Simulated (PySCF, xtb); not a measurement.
2,2,2-trifluoroacetaldehyde (C2HF3O), SMILES FC(F)(F)C=O.

Coordinates come from a PBE-D3(BJ)/def2-SVP optimisation.

Calculation: IEF-PCM-PBE0/def2-SVP run with PySCF.

The values are the electrostatic part of the solvation free energy, E(continuum) − E(gas) at the gas-phase geometry, in a cavity of scaled van der Waals radii (PySCF's table); cavitation and dispersion terms are not included. In vacuum the orbital gap is 6.55 eV. The dipole moment in vacuum is 1.62 D.

Computed values in water (ε = 78.36), 1-octanol (ε = 9.86), dimethylsulfoxide (ε = 46.83):
```tsv
solvent	ε	ΔG(elec) (kcal/mol)	dipole (D)	gap (eV)
water	78.36	-3.7	2.08	6.62
1-octanol	9.86	-3.2	2.01	6.60
dimethylsulfoxide	46.83	-3.7	2.07	6.61
```

For comparison, GFN2-xTB/ALPB(water) (xtb, at the GFN2-xTB geometry, all terms of that model) gives 0.0 kcal/mol.
